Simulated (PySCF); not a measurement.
## Rh (rhodium, neutral): UHF calculation

Configuration: [Kr] 4d8 5p1, one real determinant (an excited configuration). Calculation: PySCF 2.14, in aug-cc-pwCVTZ-DK; scalar relativity by spin-free X2C-1e.

```json
{
  "Total energy": "-4780.936948 hartree",
  "One-electron energy": "-6592.2191 hartree",
  "Hartree (Coulomb) energy": "1948.9391 hartree",
  "Exchange energy": "-137.6569 hartree",
  "⟨S²⟩": "3.7537",
  "⟨L²⟩": "14.058",
  "Sum of ⟨r⟩": "34.01 bohr",
  "Sum of ⟨r²⟩": "69.93 bohr²",
  "Traceless quadrupole moment −½Σ⟨3z² − r²⟩ along its main axis": "-13.5 e·bohr²",
  "Langevin diamagnetic susceptibility": "-55.4 ×10⁻⁶ cm³/mol"
}
```

| shell | electrons | mean orbital energy (hartree) | spread (hartree) | rms radius, mean of both spins (bohr) |
| --- | --- | --- | --- | --- |
| 1s β | 1 | -857.77634 | 0 | 0.0375 |
| 1s α | 1 | -857.77607 | 0 | 0.0375 |
| 2s α | 1 | -127.43534 | 0 | 0.154 |
| 2s β | 1 | -127.41499 | 0 | 0.154 |
| 2p α | 3 | -114.02067 | 0.00025 | 0.137 |
| 2p β | 3 | -114.00046 | 0.00038 | 0.137 |
| 3s α | 1 | -24.12282 | 0 | 0.415 |
| 3s β | 1 | -24.11317 | 0 | 0.415 |
| 3p α | 3 | -19.58915 | 0.00015 | 0.419 |
| 3p β | 3 | -19.57686 | 0.00103 | 0.419 |
| 3d α | 5 | -12.33564 | 0.01153 | 0.403 |
| 3d β | 5 | -12.30702 | 0.04075 | 0.403 |
| 4s α | 1 | -3.84435 | 0 | 1.05 |
| 4s β | 1 | -3.72421 | 0 | 1.05 |
| 4p α | 3 | -2.49388 | 0.00175 | 1.17 |
| 4p β | 3 | -2.33935 | 0.00426 | 1.17 |
| 4d α | 5 | -0.52880 | 0.04509 | 1.69 |
| 4d β | 3 | -0.46880 | 0.00501 | 1.69 |
| 5p α | 1 | -0.12265 | 0 | 5.78 |

⟨L²⟩ = 14.06 against 20 for a pure G term, so this real determinant mixes terms.

Densities and radii are taken from the X2C orbitals without a picture-change correction, which distorts them close to the nucleus.

Spin-orbit constants ζ (cm⁻¹) from the X2C one-electron operator on these orbitals: bare nucleus, nucleus screened by l(l+1)(2l+1)/3 electrons, and screened by the Breit-Pauli mean field of the electrons.

```tsv
shell	bare	screened nucleus	mean field
2p	783500	748600	n/a
3p	136500	130400	n/a
3d	19810	15410	n/a
4p	19560	18690	n/a
4d	1612	1254	n/a
5p	424.0	405.2	n/a
```

To first order the Landé constant is A = -279.6 cm⁻¹, so the lowest level has J = 11/2 and lies 0.208 eV below the centre of the term. This holds in LS coupling only.
